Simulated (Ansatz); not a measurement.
`OB(F)Br` + H–F → `FB(F)Br` + H₂O  (ligand exchange at a B–O bond)

Isolated molecules relaxed with PBE0-D4/def2-TZVP in Ansatz; ΔE leaves out vibrations. CCSD(T)/CBS is the MP2 limit (def2-TZVPP, def2-QZVPP) plus CCSD(T) − MP2 in def2-TZVPP, frozen cores. This one scheme is used for every species. Functionals use def2-TZVPP. B3LYP here is the variant with VWN-RPA as its local correlation; programs differ in this. HSE06 is defined as in plane-wave codes. For Br outer-core shells are correlated without core-valence functions, which leaves a few kJ/mol of doubt a bond. Scalar relativity is left out up to krypton. One conformer a species, not always the lowest.

```json
{"level": "PBE-D4", "ΔE (kcal/mol)": "-0.5", "difference from CCSD(T)/CBS": "0.1"}
{"level": "B97M-V", "ΔE (kcal/mol)": "-1.9", "difference from CCSD(T)/CBS": "-1.3"}
{"level": "PBE0-D4", "ΔE (kcal/mol)": "-0.3", "difference from CCSD(T)/CBS": "0.3"}
{"level": "ωB97X-V", "ΔE (kcal/mol)": "-1.1", "difference from CCSD(T)/CBS": "-0.5"}
{"level": "revPBE", "ΔE (kcal/mol)": "-1.2", "difference from CCSD(T)/CBS": "-0.6"}
{"level": "r2SCAN", "ΔE (kcal/mol)": "-1.2", "difference from CCSD(T)/CBS": "-0.6"}
{"level": "PBE0", "ΔE (kcal/mol)": "-0.6", "difference from CCSD(T)/CBS": "0.0"}
{"level": "B3LYP", "ΔE (kcal/mol)": "-1.5", "difference from CCSD(T)/CBS": "-0.9"}
{"level": "HSE06", "ΔE (kcal/mol)": "-0.5", "difference from CCSD(T)/CBS": "0.1"}
{"level": "BHLYP", "ΔE (kcal/mol)": "-1.5", "difference from CCSD(T)/CBS": "-0.9"}
{"level": "RPA@PBE/def2-TZVPP", "ΔE (kcal/mol)": "-1.2", "difference from CCSD(T)/CBS": "-0.6"}
{"level": "MP2/def2-SVP", "ΔE (kcal/mol)": "-0.2", "difference from CCSD(T)/CBS": "0.4"}
{"level": "CCSD/def2-SVP", "ΔE (kcal/mol)": "-0.7", "difference from CCSD(T)/CBS": "-0.1"}
{"level": "HF/def2-TZVPP", "ΔE (kcal/mol)": "-2.1", "difference from CCSD(T)/CBS": "-1.5"}
{"level": "MP2/CBS(def2)", "ΔE (kcal/mol)": "0.0", "difference from CCSD(T)/CBS": "0.6"}
{"level": "CCSD/CBS(def2)", "ΔE (kcal/mol)": "-0.8", "difference from CCSD(T)/CBS": "-0.2"}
{"level": "CCSD(T)/CBS", "ΔE (kcal/mol)": "-0.6", "difference from CCSD(T)/CBS": "0"}
```

(1) What do rigid-rotor, harmonic-oscillator terms from PBE0-D4/def2-TZVP frequencies (298.15 K, 1 bar) make of the CCSD(T)/CBS value? (An estimate is asked.)

Largest T1 diagnostic among the species: 0.011.

## Answers

(1) Ansatz gave: ΔZPE = -0.2 kcal/mol, ΔH = -0.7 kcal/mol, ΔS = 6 J/(mol·K), ΔG = -1.1 kcal/mol.

In def2-TZVPP, CCSD(T) changes the Hartree–Fock value by +1.3 kcal/mol (the triples alone add +0.2 kcal/mol) and MP2 by +1.9 kcal/mol. Leaving LDA and LC-ωPBE aside and taking each functional with its dispersion term where it has one, the values, not all of them listed here, spread over 1.6 kcal/mol, from B97M-V to HSE06-D4. LDA lies +1.1 kcal/mol from PBE without D4.
